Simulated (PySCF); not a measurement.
# Electron correlation in Ru⁺ (ruthenium, charge +1)

[Kr] 4d6 5s1, high-spin 6D determinant (an excited configuration). Calculation: PySCF 2.14, in def2-TZVPPD with the def2 core potential (28 electrons) (6s4p3d2f1g, 56 functions); a scalar-relativistic core potential. Frozen: nothing; 15 electrons correlated.

```
  level  correlation energy (mhartree)
   CCSD                        -426.74
    (T)                         -10.91
CCSD(T)                        -437.65
```

Diagnostics: T1 = 0.0081, D1 = 0.0366, largest double amplitude 0.027.

Cost of the coupled-cluster step: of the order of 16 core-seconds, for 15 correlated electrons.

The basis has no tight functions for the innermost shells, so their pair energies are far from complete.

This basis was not built for core-valence correlation, so the inner-shell part is incomplete.
